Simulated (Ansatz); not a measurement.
Reaction: BNH4 (SMILES BN) → BNH4 (parent SMILES NB, triplet)
Each species at its own B3LYP-D3(BJ)/def2-TZVP minimum (Ansatz, a quantum-chemistry and plane-wave program).

Total energies in hartree (Ansatz). Radicals and triplets start from unrestricted determinants; spin-orbit coupling is neglected. Correlated methods leave the cores frozen. No relativity. The T1 diagnostic of H4BN (parent SMILES BN, triplet) reaches 0.049 in the sets run. The spin of H4BN (parent SMILES BN, triplet) was assumed, and the state is the lowest solution found for it.

```csv
species,HF/cc-pVTZ,CCSD(T)/cc-pVTZ,HF/cc-pVQZ,CCSD(T)/cc-pVQZ,CCSDT(Q)/cc-pVTZ
1: BNH4 (SMILES BN),-81.52660,-81.88933,-81.53287,-81.91470,-81.89031
"2: BNH4 (parent SMILES BN, triplet)",-81.37221,-81.72368,-81.37820,-81.74815,-81.72547
```

Question: Work out the adiabatic triplet-singlet gap (electronic) in kJ/mol: take Hartree-Fock from cc-pVQZ, extrapolate the CCSD(T) correlation energy as X^-3 (X = 3, 4), and add CCSDT(Q) - CCSD(T) in cc-pVTZ. 1 hartree = 2625.5 kJ/mol.

Answer: 
Species 1: correlation (64·(-0.38183) - 27·(-0.36273))/37 = -0.39577; step -0.00098; E1 = -81.53287 + (-0.39577) + (-0.00098) = -81.92962
Species 2: correlation (64·(-0.36995) - 27·(-0.35147))/37 = -0.38344; step -0.00179; E2 = -81.37820 + (-0.38344) + (-0.00179) = -81.76343
-1·E1 +1·E2 = 0.16619 hartree = 436.3 kJ/mol.
